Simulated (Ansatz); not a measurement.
Stepwise reaction of `[OH][In]([OH])[SH]` with hydrogen, as a gas-phase model of exchange steps in deposition or etching. ΔE in kJ/mol.

Calculated with Ansatz (gas phase, PBE0-D4/def2-TZVP geometries, no zero-point term in ΔE). CCSD(T)/CBS is the MP2 limit (def2-TZVPP, def2-QZVPP) plus CCSD(T) − MP2 in def2-TZVPP, frozen cores. This one scheme is used for every species. DFT in def2-TZVPP. B3LYP here is the variant with VWN-RPA as its local correlation; programs differ in this. Elements past krypton have def2 core potentials. For In outer-core shells are correlated without core-valence functions, which leaves a few kJ/mol of doubt a bond. One conformer a species, not always the lowest.

```json
{"step": "1", "reaction": "`[OH][In]([OH])[SH]` + H₂ → `[OH][InH][SH]` + H₂O", "PBE-D4": "1.5", "B3LYP-D4": "0.8", "ωB97M-V": "-3.1", "CCSD(T)/CBS": "3.5"}
{"step": "2", "reaction": "`[OH][InH][SH]` + H₂ → `[SH][InH2]` + H₂O", "PBE-D4": "13.5", "B3LYP-D4": "12.2", "ωB97M-V": "8.5", "CCSD(T)/CBS": "16.0"}
```

Task: By hand: ΔE of the 2 steps together at CCSD(T)/CBS.

Result: (3.5) + (16.0) = 19.5 kJ/mol, or 9.8 kJ/mol a step.

In ΔE each step is higher than the one before. PBE-D4 differs from CCSD(T)/CBS by -2.5 to -2.0 kJ/mol a step. Isolated molecules leave out the surface, adducts and barriers. Largest T1 diagnostic: 0.016.
